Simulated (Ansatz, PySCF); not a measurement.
Lewis adduct: GaH3 (SMILES [GaH3]) (first 4 atoms) with NH3 (SMILES N); geometry from B3LYP-D3(BJ)/def2-TZVP, rigid monomers moved along the line of their centres of mass till Ga1···N5 is 2.51 Å.
(charge 0, multiplicity 1):
```csv
atom,x (Å),y (Å),z (Å)
Ga,0.4703,-0.3679,0.7709
H,0.0872,-1.9012,0.8392
H,-0.2810,0.5411,-0.2834
H,1.9285,0.0557,1.2143
N,-0.7539,0.3910,2.8230
H,-1.7473,0.2048,2.7357
H,-0.4097,-0.0946,3.6444
H,-0.6280,1.3874,2.9659
```

Interaction energies are E(AB) − E(A) − E(B) at the monomers' geometry in the complex; basis-set methods are counterpoise corrected.

Correlated levels freeze the cores. Filled d and f shells under p-block atoms count as core. CBS: X⁻³ extrapolation of the correlation energy, Hartree–Fock from the larger set.

Programs: Ansatz (Gaussian orbitals); PySCF for the dispersion terms. Values without a source in brackets are computed.

PBE/def2-TZVPPD gives -896.4 meV for the interaction energy.

**Question.** Where do these levels fall relative to PBE: PBE-D3(BJ)/def2-TZVPPD, r2SCAN/def2-TZVPPD, B3LYP/def2-TZVPPD, wB97M-V/def2-TZVPPD, MP2/CBS(aug-cc-pVDZ, aug-cc-pVTZ), CCSD(T)/CBS(aug-cc-pVDZ, aug-cc-pVTZ).

**Answer.** PBE-D3(BJ)/def2-TZVPPD -46.5; r2SCAN/def2-TZVPPD -82.7; B3LYP/def2-TZVPPD 65.0; wB97M-V/def2-TZVPPD -37.6; MP2/CBS(aug-cc-pVDZ, aug-cc-pVTZ) -36.4; CCSD(T)/CBS(aug-cc-pVDZ, aug-cc-pVTZ) -30.8 meV. 1 of 6 lie above PBE; the widest gap is to r2SCAN/def2-TZVPPD.

Ansatz is an electronic-structure program.
